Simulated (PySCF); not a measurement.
How methods differ on the excitation energy of Ag

Ag [Kr] 4d10 5s1 (2S) → Ag [Kr] 4d10 5p1 (2P), as a difference of total energies. Computed with PySCF 2.14 in aug-cc-pVDZ-PP with ECP28MDF (5s5p4d2f, 54 functions), with a scalar-relativistic core potential. Correlated levels: valence: 4s2 4p6 frozen. The calculations carry no spin-orbit coupling.

```csv
method,excitation energy (eV)
UHF,3.072
MP2 (valence),3.729
SCS-MP2 (valence),3.653
CCSD (valence),3.615
CCSD(T) (valence),3.647
```

Errors of the correlated levels include the incompleteness of this basis and the frozen core.

Task: Which method comes closest to the reference value, and which is furthest?

Result: The reference is 3.740 eV (measured; NIST levels, between the centres of gravity of the two terms). Closest: MP2 (valence) (error -0.011 eV); furthest: UHF (error -0.668 eV).
